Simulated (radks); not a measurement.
Problem. Species: the cobalt ion Co20+. Configuration: [He] 2s2 2p2.5 3d0.5 (fractional occupations, a model configuration). All-electron calculation, Dirac Kohn-Sham, revPBE, spin-unpolarised, spherical densities, finite nucleus; open shells are shared between the two j in proportion to 2j + 1; Fermi nuclear charge, rms radius 3.7875 fm. Program: a radial shooting solver on a logarithmic mesh with Libxc functionals.

Spin-orbit splittings of the eigenvalues, e(l+1/2) - e(l-1/2), with zeta = 2 splitting/(2l+1) and mean radii in bohr:

shell  occ.  splitting (eV)  zeta (eV)  <r> j=l-1/2  <r> j=l+1/2
2p      2.5               ?          ?       0.2055       0.2082
3d      0.5           1.116     0.4463       0.4830       0.4842

Estimate the 2p splitting.

Solution. 17.65 eV (zeta = 11.76 eV).
